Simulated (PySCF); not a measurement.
# Radial density of Al⁺ (aluminium, charge +1)

PBE0, [Ne] 3s2, closed-shell 1S. Calculation: PySCF 2.14, in cc-pVTZ-DK; the spin-free X2C one-electron Hamiltonian (Gaussian nucleus).

```csv
r (bohr),4πr²ρ (e/bohr)
0.00168,0.05581
0.00283,0.1471
0.00475,0.3831
0.00800,0.9713
0.0135,2.339
0.0226,5.141
0.0381,9.669
0.0640,14.01
0.108,13.49
0.181,8.933
0.305,10.31
0.512,12.36
0.862,5.339
1.45,1.210
2.44,0.8751
4.10,0.1438
6.90,0.002140
```

Densities and radii are taken from the X2C orbitals without a picture-change correction, which distorts them close to the nucleus.
